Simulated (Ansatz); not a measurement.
Reaction (ligand exchange at the Si–F bond): `N[Si](F)(F)F` + NH₃ → `N[Si](N)(F)F` + H–F

Gas-phase electronic energies from Ansatz, PBE0-D4/def2-TZVP geometries. CBS: MP2 limit from def2 TZ/QZ plus the TZ coupled-cluster correction, frozen cores. This one scheme is used for every species. DFT in def2-TZVPP. Each species was taken in one conformer, which may not be the lowest.

`N[Si](F)(F)F`:

Z-matrix (Å, degrees):
```
Si
F 1 1.578
F 1 1.574 2 105.7
N 1 1.672 2 115.9 3 -121.6
F 1 1.574 2 105.8 3 116.9
H 4 1.005 1 122.2 2 79.8
H 4 1.005 1 122.2 2 -80.3
```

NH₃:

Z-matrix (Å, degrees):
```
N
H 1 1.013
H 1 1.013 2 107.1
H 1 1.013 2 107.1 3 -114.5
```

`N[Si](N)(F)F`:

Z-matrix (Å, degrees):
```
Si
N 1 1.684
F 1 1.591 2 116.6
N 1 1.684 2 110.3 3 119.5
F 1 1.591 2 104.9 3 -114.2
H 2 1.005 1 121.6 3 -69.2
H 2 1.006 1 121.5 3 85.8
H 4 1.005 1 121.6 2 50.3
H 4 1.006 1 121.5 2 -154.7
```

H–F:

Z-matrix (Å, degrees):
```
F
H 1 0.920
```

```
             level  ΔE (kJ/mol)
            PBE-D4         70.4
SCS-MP2/def2-TZVPP         78.1
```

Question: What does CCSD(T)/CBS give? (Estimate.)

Answer: Computed: +74.3 kJ/mol. The listed levels differ from it by -3.9, 3.8 kJ/mol.

Largest T1 diagnostic among the species: 0.011.

The D4 term adds −6.0 kJ/mol with B3LYP and −3.2 kJ/mol with PBE0; it sums over pairs of atoms, weighted by their polarisabilities, and B3LYP, whose exchange is more repulsive, gets the larger term. In def2-TZVPP, CCSD(T) changes the Hartree–Fock value by −12.2 kJ/mol (the triples alone add −1.5 kJ/mol) and MP2 by −14.4 kJ/mol. Leaving LDA and LC-ωPBE aside and taking each functional with its dispersion term where it has one, the values, not all of them listed here, spread over 18.1 kJ/mol, from revPBE-D4 to B97M-V. LDA lies −7.5 kJ/mol from PBE without D4.

B3LYP here is the variant with VWN-RPA as its local correlation; programs differ in this.
